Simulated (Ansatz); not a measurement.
A run for Ansatz (a first-principles code): R-CCSD(T)/aug-cc-pVDZ on BF3H3N (a complex).

Ansatz 0.2 input:
```yaml
crystal:
  periodic: [false, false, false]
  atoms:
    - {symbol: F, position_ang: [-1.12754800, -0.83537892, 0.69297262]}
    - {symbol: B, position_ang: [-0.00733229, -0.08964472, 0.96186176]}
    - {symbol: F, position_ang: [0.00315175, 1.14889885, 0.37091927]}
    - {symbol: F, position_ang: [1.17295726, -0.78058983, 0.84861568]}
    - {symbol: N, position_ang: [-0.12720197, 0.24709477, 2.61554299]}
    - {symbol: H, position_ang: [-0.98319475, 0.76071413, 2.80691030]}
    - {symbol: H, position_ang: [-0.13814217, -0.61807304, 3.14894342]}
    - {symbol: H, position_ang: [0.66540018, 0.80760897, 2.91680029]}
basis:
  gaussian:
    orbitals: aug-cc-pVDZ
magnetization: {spin_polarized: false}
correlation: {method: ccsd_t, electrons: outside_noble_gas}
scf: {lower_state_search: off}
```

The log:

```
WARN ansatz: RAYON_NUM_THREADS=2 ignored (pool sized by the plan → 2); use --threads N
Functional definition: HF
these checks for a lower state are left out or cut short: stability, starts, cluster_reference, orbital_swaps, neighbouring_geometries, increment
integrals: 0.35 GiB planned
1336 factors; integrals over basis functions are off by at most 7.4e-4 eV
mean field: 0.52 GiB planned
mean field evaluation 1: about -10321.7677 eV, gradient 4.5e1 eV
mean field evaluation 2: about -10321.9246 eV, gradient 4.5e1 eV
mean field evaluation 4: about -10325.6199 eV, gradient 2.9e0 eV
mean field evaluation 8: about -10325.6571 eV, gradient 2.1e-1 eV
mean field -10325.65719267 eV, -379.4609028487 hartree, gradient 2.0e-6 eV, S^2 0.000000; 0 other end points of the search recorded, 0 dependent functions left out
5 core orbitals not correlated
reference -10325.65719267 eV, -379.4609028487 hartree; 16, 16 occupied and 121, 121 virtual orbitals, 1336 factors
second order -24.25330079 eV of doubles, -0.00000000 eV of singles
coupled cluster: 1.22 GiB planned
cycle   1  -24.20662392 eV  change    4.7e-2 eV  update   1.0e-1
cycle   2  -24.67951533 eV  change   -4.7e-1 eV  update   2.7e-2
cycle   3  -24.79696795 eV  change   -1.2e-1 eV  update   1.4e-2
cycle   4  -24.78996672 eV  change    7.0e-3 eV  update   2.4e-3
cycle   5  -24.78756783 eV  change    2.4e-3 eV  update   1.1e-3
cycle   6  -24.78801301 eV  change   -4.5e-4 eV  update   3.1e-4
cycle   7  -24.78812064 eV  change   -1.1e-4 eV  update   1.2e-4
cycle   8  -24.78805708 eV  change    6.4e-5 eV  update   4.0e-5
cycle   9  -24.78802905 eV  change    2.8e-5 eV  update   1.4e-5
perturbative correction -0.60876991 eV, -0.0223718816 hartree
Total energy: -10351.05399163 eV, -380.3942179959 hartree
Checks for a lower state left out: stability, starts, cluster_reference, orbital_swaps, neighbouring_geometries, increment
```

The calculation finished and met its thresholds.

Cost: very roughly 30 core-seconds.
